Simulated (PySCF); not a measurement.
# Sb- (antimony, charge -1) across methods

[Kr] 4d10 5s2 5p4, high-spin 3P determinant. All numbers are calculated (PySCF 2.14, the spin-free X2C one-electron Hamiltonian (Gaussian nucleus), in aug-cc-pVTZ-DK3). The B2PLYP total includes its PT2 part (frozen core); its orbital energies are those of the SCF part.

| method | E (hartree) | mean ε 5s β (eV) | mean ε 5p α (eV) | mean ε 5p β (eV) | Σ⟨r²⟩ (bohr²) | ⟨S²⟩ |
| --- | --- | --- | --- | --- | --- | --- |
| wB97X | -6480.76 | -9.433 | -2.164 | -1.127 | 85.67 | 2.005 |
| UHF | -6477.70797 | -8.935 | -2.481 | -0.719 | 86.70 | 2.023 |
| r2SCAN | -6480.54 | -5.826 | 0.262 | 1.305 | 86.63 | 2.013 |
| PBE | -6480.11 | -5.870 | 0.500 | 1.413 | 88.33 | 2.007 |
| LDA | -6474.34 | -6.215 | 0.427 | 1.312 | 87.90 | 2.005 |
| B3LYP | -6480.61 | -6.852 | -0.077 | 0.814 | 87.71 | 2.006 |
| PBE0 | -6480.19 | -6.837 | -0.327 | 0.741 | 86.40 | 2.008 |
| TPSSh | -6480.26 | -6.146 | 0.152 | 1.147 | 86.33 | 2.007 |

(1) Estimate the same row for B2PLYP.

The highest occupied level is positive at B2PLYP, r2SCAN, PBE, LDA, B3LYP, PBE0, TPSSh: only the finite basis holds that electron, which in a density functional comes from self-interaction.

Answers

(1) E (hartree) = -6479.83; mean ε 5s β (eV) = -7.768; mean ε 5p α (eV) = -0.997; mean ε 5p β (eV) = 0.195; Σ⟨r²⟩ (bohr²) = 86.98; ⟨S²⟩ = 2.011.
